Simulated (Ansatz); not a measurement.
`COB(S)OC` → `COBS` + `C=O`  (β-hydride elimination)

Calculated with Ansatz (gas phase, PBE0-D4/def2-TZVP geometries, no zero-point term in ΔE). CCSD(T)/CBS is the MP2 limit (def2-TZVPP, def2-QZVPP) plus CCSD(T) − MP2 in def2-TZVPP, frozen cores. This one scheme is used for every species. DFT in def2-TZVPP. B3LYP here is the variant with VWN-RPA as its local correlation; programs differ in this. Each species was taken in one conformer, which may not be the lowest.

`COB(S)OC`:

Z-matrix (Å, degrees):
```
C
O 1 1.411
H 1 1.090 2 107.7
H 1 1.094 2 111.1 3 119.3
H 1 1.094 2 111.1 3 -119.3
B 2 1.357 1 122.1 3 179.9
O 6 1.355 2 120.1 1 180.0
S 6 1.830 2 121.0 1 0.0
C 7 1.416 6 120.0 2 0.0
H 8 1.341 6 94.2 2 180.0
H 9 1.090 7 107.3 6 -179.9
H 9 1.093 7 111.1 6 -60.3
H 9 1.093 7 111.1 6 60.6
```

`COBS`:

Cartesian coordinates in Å:
```
C -0.267 -0.923 -1.194
O 0.485 -0.555 -0.057
B 0.167 0.517 0.688
S 1.217 0.872 2.116
H -1.102 -0.237 -1.359
H 0.387 -0.915 -2.068
H -0.652 -1.935 -1.052
H -0.770 1.216 0.424
H 0.535 1.959 2.502
```

`C=O`:

Cartesian coordinates in Å:
```
C -0.001 -0.005 0.000
O 0.212 1.169 -0.080
H 0.651 -0.682 0.588
H -0.863 -0.482 -0.508
```

```json
{"level": "PBE-D4", "ΔE (kcal/mol)": "53.2", "difference from CCSD(T)/CBS": "-1.5"}
{"level": "r2SCAN-D4", "ΔE (kcal/mol)": "56.5", "difference from CCSD(T)/CBS": "1.8"}
{"level": "PBE0-D4", "ΔE (kcal/mol)": "56.9", "difference from CCSD(T)/CBS": "2.2"}
{"level": "B3LYP-D4", "ΔE (kcal/mol)": "52.9", "difference from CCSD(T)/CBS": "-1.8"}
{"level": "ωB97X-V", "ΔE (kcal/mol)": "55.5", "difference from CCSD(T)/CBS": "0.8"}
{"level": "ωB97M-V", "ΔE (kcal/mol)": "55.2", "difference from CCSD(T)/CBS": "0.5"}
{"level": "B2PLYP", "ΔE (kcal/mol)": "51.5", "difference from CCSD(T)/CBS": "-3.2"}
{"level": "PBE", "ΔE (kcal/mol)": "50.9", "difference from CCSD(T)/CBS": "-3.8"}
{"level": "r2SCAN", "ΔE (kcal/mol)": "55.8", "difference from CCSD(T)/CBS": "1.1"}
{"level": "PBE0", "ΔE (kcal/mol)": "54.9", "difference from CCSD(T)/CBS": "0.2"}
{"level": "B3LYP", "ΔE (kcal/mol)": "49.2", "difference from CCSD(T)/CBS": "-5.5"}
{"level": "HF/def2-TZVPP", "ΔE (kcal/mol)": "49.4", "difference from CCSD(T)/CBS": "-5.3"}
{"level": "MP2/def2-TZVPP", "ΔE (kcal/mol)": "55.5", "difference from CCSD(T)/CBS": "0.8"}
{"level": "SCS-MP2/def2-TZVPP", "ΔE (kcal/mol)": "52.3", "difference from CCSD(T)/CBS": "-2.4"}
{"level": "CCSD/def2-TZVPP", "ΔE (kcal/mol)": "53.6", "difference from CCSD(T)/CBS": "-1.1"}
{"level": "CCSD(T)/def2-TZVPP", "ΔE (kcal/mol)": "53.5", "difference from CCSD(T)/CBS": "-1.2"}
{"level": "HF/def2-QZVPP", "ΔE (kcal/mol)": "49.3", "difference from CCSD(T)/CBS": "-5.4"}
{"level": "MP2/def2-QZVPP", "ΔE (kcal/mol)": "56.1", "difference from CCSD(T)/CBS": "1.4"}
{"level": "SCS-MP2/def2-QZVPP", "ΔE (kcal/mol)": "52.9", "difference from CCSD(T)/CBS": "-1.8"}
{"level": "HF/CBS(def2)", "ΔE (kcal/mol)": "49.2", "difference from CCSD(T)/CBS": "-5.5"}
{"level": "MP2/CBS(def2)", "ΔE (kcal/mol)": "56.7", "difference from CCSD(T)/CBS": "2.0"}
{"level": "CCSD/CBS(def2)", "ΔE (kcal/mol)": "54.8", "difference from CCSD(T)/CBS": "0.1"}
{"level": "CCSD(T)/CBS", "ΔE (kcal/mol)": "54.7", "difference from CCSD(T)/CBS": "0"}
```

Largest T1 diagnostic among the species: 0.015.

From PBE to PBE0 (25 % exact exchange), in def2-TZVPP and without D4, ΔE moves by +4.0 kcal/mol. The D4 term adds +3.7 kcal/mol with B3LYP and +2.0 kcal/mol with PBE0; it sums over pairs of atoms, weighted by their polarisabilities, and B3LYP, whose exchange is more repulsive, gets the larger term. In def2-TZVPP, CCSD(T) changes the Hartree–Fock value by +4.1 kcal/mol (the triples alone add −0.1 kcal/mol) and MP2 by +6.1 kcal/mol.
